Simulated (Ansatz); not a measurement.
The cluster Li2Cl2⁺. Total charge 1; doublet. Geometry relaxed at PBE-D4/def2-TZVP.

```xyz
4

Li   -0.487    1.797    0.319
Li    0.491   -1.795   -0.319
Cl    0.142   -0.193    1.320
Cl   -0.147    0.192   -1.320
```

In the doublet, Cl3 and Cl4 lie 2.68 Å apart (atoms count from 1), so these atoms are partly bonded to each other. The structure comes from a short search, and lower isomers may exist.

Question: Estimate the harmonic wavenumbers at UKS PBE-D4/def2-TZVP (Ansatz, unscaled). Is this a minimum?

Answer: 21, 226, 248, 268, 380, 403 cm⁻¹. Yes, no mode is imaginary beyond noise. Zero-point energy 9.2 kJ/mol. Run time 24 s (4 threads of Arm Neoverse N1 on a shared host).
